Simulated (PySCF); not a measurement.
C3H5ClOSi, SMILES Cl[Si@@H]1CC=CO1.

The structure is a stationary point at B3LYP-D3(BJ)/def2-SVP. The structure was generated by enumeration; whether it is a known compound was not checked. One conformer was computed; it need not be the lowest.

Calculation: PBE/def2-TZVP (PySCF).

Isolated molecule, no solvent.

```
Quantity                                                                                                       Result
---------------------------------------------------------------------------------------------  ----------------------
total energy                                                                                       -941.84713 hartree
highest occupied level                                                                                       -5.62 eV
lowest empty level                                                                                           -0.72 eV
orbital gap                                                                                                   4.90 eV
dipole moment                                                                                                  1.87 D
quadrupole, principal values (traceless, Buckingham form, about the centre of nuclear charge)   -3.36, 0.16, 3.20 D·Å
mean static polarisability                                                                      71.8 bohr³ (10.64 Å³)
polarisability, principal values                                                               61.3, 70.0, 84.1 bohr³
```
